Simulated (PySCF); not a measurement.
ClCs, charge +1, doublet, geometry from GFN2-xTB (such geometries of metal compounds can be far from the true shape) (a state made from the parent by changing its charge; the spin is typed, not shown lowest) (core potentials on Cs); PBE0/def2-TZVP run with PySCF.

Input for PySCF:
```python
from pyscf import gto, scf, dft

mol = gto.M(
    atom='''
Cs   -0.000000   -0.000000   -0.811463
Cl    0.000000    0.000000    2.625321
''',
    basis='def2-tzvp',
    ecp={'Cs': 'def2-tzvp'},
    charge=1,
    spin=1,
    verbose=5,
)

mf = dft.UKS(mol)
mf.xc = 'pbe0'
mf.kernel()
```

Q: Predict the main parts of the log of this PySCF run.

A: 
```
PySCF version 2.14.0

[INPUT] verbose = 5
[INPUT] max_memory = 4000
[INPUT] num. atoms = 2
[INPUT] num. electrons = 25
[INPUT] charge = 1
[INPUT] spin (= nelec alpha-beta = 2S) = 1
[INPUT] symmetry False subgroup None
[INPUT] Mole.unit = angstrom
[INPUT] Symbol           X                Y                Z      unit          X                Y                Z       unit  Magmom
[...]
[INPUT] ---------------- BASIS SET ----------------
[INPUT] l, kappa, [nprim/nctr], expnt,             c_1 c_2 ...
[INPUT] Cl
[...]
                                10426.15688       0.0041990463961
                                2373.2334061      0.021592141679
                                671.56420071      0.084598850094
                                218.4199979       0.24757249724
                                77.572249714      0.47016930228
                                28.888815277      0.37436370716
[...]
                                39.339582961      0.10786112456
                                7.6740679989      -0.27408821574
[...]
                                1.8385832573      0.68636955368
[...]
                                157.6424169       0.018879300374
                                50.262520978      0.087206341273
                                18.536078105      0.2528561297
                                7.2940532777      0.4350715482
[...]
                                1.011                1
[...]
[INPUT] Cs
[...]
                                4.3631538286      -0.34632569725
                                1.8048475155      0.69930637051
[...]
                                1.965666336       -0.25019961976
                                0.47689195212     0.55660850066
                                0.21529749588     0.58218553406
[...]
nuclear repulsion = 23.5581035266575
number of shells = 24
number of NR pGTOs = 103
number of NR cGTOs = 66
basis = def2-tzvp
ecp = {'Cs': 'def2-tzvp'}

******** <class 'pyscf.dft.uks.UKS'> ********
method = UKS
initial guess = minao
damping factor = 0
level_shift factor = 0
DIIS = <class 'pyscf.scf.diis.CDIIS'>
diis_start_cycle = 1
diis_space = 8
diis_damp = 0
SCF conv_tol = 1e-09
SCF conv_tol_grad = None
SCF max_cycles = 50
direct_scf = True
direct_scf_tol = 1e-13
number electrons alpha = 13  beta = 12
XC library pyscf.dft.libxc version 7.1.2
    S. Lehtola, C. Steigemann, M. J. T. Oliveira, and M. A. L. Marques,  SoftwareX 7, 1–5 (2018)
XC functionals = pbe0
[...]
 -7.45832089e+00 -1.26282394e+00 -1.02858957e+00 -7.31591395e-01
 -7.31400317e-01 -7.31146527e-01 -5.82519103e-01 -5.28064526e-01
 -5.22738053e-01 -1.76168520e-01 -1.25494364e-01 -1.22937624e-01
 -1.22931964e-01 -1.22665218e-01 -1.14681539e-01 -1.04424903e-01
 -1.03193437e-01 -1.02328133e-01 -6.23873789e-02 -4.58867811e-02
 -4.44883928e-02 -4.24360133e-02 -4.04501741e-02 -4.04180286e-02
  1.05531917e-01  1.15735585e-01  1.18535640e-01  1.75089364e-01
  1.82096740e-01  1.87958525e-01  1.88516138e-01  2.05395444e-01
  2.14076464e-01  2.16273043e-01  2.27534112e-01  2.41928061e-01
  2.47723077e-01  2.67416500e-01  2.96572087e-01  2.99098303e-01
  3.90820109e-01  5.77408208e-01  1.53117992e+00  1.53512030e+00
  1.54770164e+00  1.58177569e+00  1.59882371e+00  1.85535609e+00
  1.86089126e+00  1.86330123e+00  1.88141130e+00  1.88184026e+00
  1.91602959e+00  1.91632936e+00  2.00366790e+00  2.05108223e+00
  2.09933730e+00  1.05023260e+01  1.05403253e+01  1.05720343e+01
  1.96796107e+01  2.38187462e+01]
  beta  mo_energy =
[-1.01905668e+02 -9.72890483e+00 -7.45735124e+00 -7.45472584e+00
 -7.45426105e+00 -1.26283772e+00 -9.68037098e-01 -7.31534053e-01
 -7.31201661e-01 -7.31162935e-01 -5.12011361e-01 -5.06516326e-01
 -3.83873498e-01 -1.75349595e-01 -1.22780850e-01 -1.22741253e-01
 -1.22400822e-01 -1.22021994e-01 -1.14467548e-01 -1.03138845e-01
 -1.02871711e-01 -9.79035886e-02 -6.20567419e-02 -4.44122011e-02
 -4.40562566e-02 -4.18552740e-02 -4.03795041e-02 -4.02358716e-02
  1.09419277e-01  1.18541318e-01  1.18651944e-01  1.82773979e-01
  1.83737761e-01  1.90689085e-01  1.90803661e-01  2.08072974e-01
  2.47689277e-01  2.48501459e-01  2.58081202e-01  2.81318731e-01
  2.89390191e-01  3.00720535e-01  3.02263579e-01  3.09749058e-01
  4.00227677e-01  5.97533082e-01  1.56979782e+00  1.57383086e+00
  1.58239077e+00  1.58466543e+00  1.60696673e+00  1.91667549e+00
  1.91709247e+00  1.91756827e+00  1.91763785e+00  1.92418501e+00
  1.92697132e+00  1.93254709e+00  2.06087153e+00  2.06934465e+00
  2.10943842e+00  1.05430542e+01  1.05463729e+01  1.05781056e+01
  1.96796026e+01  2.38317247e+01]
multiplicity <S^2> = 0.75413559  2S+1 = 2.0041313
nelec by numeric integration = [13.00000302 12.00000098]
E1 = -710.8775035152969  E2 = 207.32146761305322  Ecoul = 238.4128166562371  Exc = -31.091349043183907
Extra cycle  E= -479.997932375586  delta_E= -8.19e-12  |g|= 1.92e-06  |ddm|= 4.81e-06
converged SCF energy = -479.997932375586  <S^2> = 0.75413559  2S+1 = 2.0041313
```
